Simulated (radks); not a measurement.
Excited configurations of the bismuth ion Bi2+: one electron is placed in a higher orbital outside [Hg]. The ground configuration is [Hg] 6p1. All-electron calculation, scalar-relativistic Kohn-Sham, SCAN, spin-unpolarised, spherical densities, finite nucleus; meta-GGA in the generalised Kohn-Sham scheme; Fermi nuclear charge, rms radius 5.5211 fm. Program: a radial shooting solver on a logarithmic mesh with Libxc functionals. Excitation = E - E(ground); binding = E(ion) - E, where the ion is the core of charge +3; n* = 3/sqrt(2 binding) in atomic units, and the quantum defect is n - n*.

outer orbital  excitation (eV)  binding (eV)     n*  eigenvalue (eV)
5f                      15.296         8.099  3.888           -6.248
6d                      11.267        12.129  3.177           -9.846
6f                      17.908         5.487  4.724           -4.454
7s                       9.881        13.515  3.010          -11.699
7p                      12.783        10.612  3.397           -9.089
7d                      16.394         7.002  4.182           -5.869
7f                      19.532         3.864  5.629           -3.221

The Delta-SCF ionisation energy is 23.396 eV (NIST Atomic Spectra Database: 25.571 eV, measured). Self-interaction in the functional shifts the binding energies and quantum defects, so they are the method's values and not measured ones. Spin polarisation and multiplet splitting are left out, so open shells lie too high by an amount that depends on their filling. Spin-orbit splitting is averaged out at the scalar-relativistic level.

Beside tabulated values, note that spin-unpolarised runs miss the spin-polarisation part of the exchange energy of open shells, and scalar-relativistic runs lack spin-orbit coupling.
